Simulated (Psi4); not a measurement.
Two rigid molecules brought together: C2H2 ··· C4H5N (SMILES C#C and c1cc[nH]c1). Monomers: optimised at B3LYP-D3(BJ) (def2-TZVP), held rigid. Orientation: lowest of the rigid-body minima from ten starts at GFN2-xTB. The monomers approach along the line of their centres of mass (distance R); nothing else relaxes.

Methods: SCS-MP2/aug-cc-pVDZ = DF-SCS-MP2/aug-cc-pVDZ, frozen core, counterpoise-corrected (Psi4); SAPT0/jun-cc-pVDZ, frozen core (Psi4).

Interaction energies in kcal/mol:

| R / Å | SCS-MP2/aug-cc-pVDZ |
|---|---|
| 3.85 | 7.56 |
| 4.04 | 1.93 |
| 4.24 | -0.87 |
| 4.46 | -2.06 |
| 4.69 | -2.31 |
| 4.89 | -2.17 |
| 5.13 | -1.84 |
| 5.49 | -1.35 |
| 5.92 | -0.91 |
| 6.65 | -0.48 |
| 7.64 | -0.22 |
| 8.92 | -0.10 |

### Question
Estimate the SAPT0/jun-cc-pVDZ values at these points.

### Answer
3.85: 5.36; 4.04: 0.59; 4.24: -1.69; 4.46: -2.60; 4.69: -2.69; 4.89: -2.47; 5.13: -2.08; 5.49: -1.51; 5.92: -1.01; 6.65: -0.53; 7.64: -0.26; 8.92: -0.12 (kcal/mol).
